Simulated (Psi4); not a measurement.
tetraarsenic (As$_{4}$), singlet, at a GFN2-xTB geometry. Base run: CAM-B3LYP/cc-pVTZ in Psi4 1.11.

Here is a job for Psi4.
```
memory 2 GB

molecule {
0 1
As   -0.98818600    0.08569794   -1.07294968
As    0.66338791    1.29259141    0.15556555
As    0.99228668   -1.01989496   -0.33205142
As   -0.66748859   -0.35839439    1.24943554
}

set {
  basis cc-pvtz
}

energy('cam-b3lyp')
print_variables()
```

Each row names what was changed in the base input (with any setting that the change needs).

```json
[
 {"change": "base", "ΔE vs base (µEh)": "0.0", "SCF cycles": "7", "grid points": "83478", "basis functions": "172"},
 {"change": "guess = sapgau", "ΔE vs base (µEh)": "0.0", "SCF cycles": "8", "grid points": "83478", "basis functions": "172"},
 {"change": "puream = false", "ΔE vs base (µEh)": "…", "SCF cycles": "8", "grid points": "83478", "basis functions": "…"},
 {"change": "guess = sadno", "ΔE vs base (µEh)": "0.0", "SCF cycles": "7", "grid points": "83478", "basis functions": "172"},
 {"change": "dft_pruning_scheme = treutler", "ΔE vs base (µEh)": "-9.3", "SCF cycles": "7", "grid points": "44382", "basis functions": "172"},
 {"change": "df_basis_scf = cc-pvtz-jkfit", "ΔE vs base (µEh)": "0.0", "SCF cycles": "7", "grid points": "83478", "basis functions": "172"},
 {"change": "level_shift = 1.0", "ΔE vs base (µEh)": "0.0", "SCF cycles": "8", "grid points": "83478", "basis functions": "172"},
 {"change": "soscf = true", "ΔE vs base (µEh)": "0.0", "SCF cycles": "7", "grid points": "83478", "basis functions": "172"},
 {"change": "scf_type = mem_df", "ΔE vs base (µEh)": "0.0", "SCF cycles": "7", "grid points": "83478", "basis functions": "172"},
 {"change": "dft_spherical_points = 434", "ΔE vs base (µEh)": "-8.7", "SCF cycles": "7", "grid points": "119036", "basis functions": "172"}
]
```

### Question
Fill in the missing entries.

### Answer

- puream = false, ΔE vs base (µEh): -4760
- puream = false, basis functions: 196
